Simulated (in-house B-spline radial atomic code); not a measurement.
# Sn+: [Kr] 4d10 5s2 5p1

Computed with a radial B-spline atomic code at the basis-set limit: Dirac-Kohn-Sham PBE0, spherical fractional occupations, Fermi nucleus of rms radius 4.6519 fm.

Z_r = [3n² - l(l+1)]/(2<r>); Z_e = n√(-2ε); the last column is Slater's effective charge. Values are occupation-weighted means over j. An effective charge above Z reflects the relativistic contraction of the inner shells.

```tsv
shell	electrons	ε (eV)	<r> (bohr)	Z_r	Z_e	Slater
1s	2	-29096	0.02905	51.63	46.24	49.70
2s	2	-4421.6	0.1251	47.98	36.05	45.85
2p	6	-3973.6	0.1094	45.70	34.18	45.85
3s	2	-870.11	0.3386	39.87	23.99	38.75
3p	6	-722.04	0.337	37.09	21.85	38.75
3d	10	-491.64	0.3144	33.40	18.03	28.85
4s	2	-148.86	0.8195	29.29	13.23	22.25
4p	6	-103.4	0.8865	25.94	11.03	22.25
4d	10	-36.659	1.093	19.21	6.57	10.85
5s	2	-18.903	2.318	16.18	5.89	6.00
5p	1	-9.7459	2.959	12.34	4.23	6.00
```

The least bound orbital is 5p3/2 at -9.565 eV, and it is also the most diffuse (<r> = 2.995 bohr).

Spin-orbit splittings of the orbital energies (j = l + 1/2 above j = l - 1/2 when positive): 2p 230.9 eV, 3p 42.48 eV, 3d 8.738 eV, 4p 7.654 eV, 4d 1.067 eV, 5p 0.543 eV.

For the 1s electron the small component carries 3.37 % of the norm, the zero-frequency Breit interaction raises the level by 67.75 eV, self-energy by 38.38 eV, and vacuum polarisation lowers it by 5.052 eV.

The density falls to 0.001 bohr⁻³ at 4.241 bohr; Σ<r²> = 45.654 bohr² gives, by the non-relativistic formula and without the paramagnetism of open shells, a Langevin diamagnetic susceptibility of -36.16×10⁻⁶ cm³/mol.

Caution: exact exchange at fractional occupations of open shells leaves self-interaction of up to several eV.
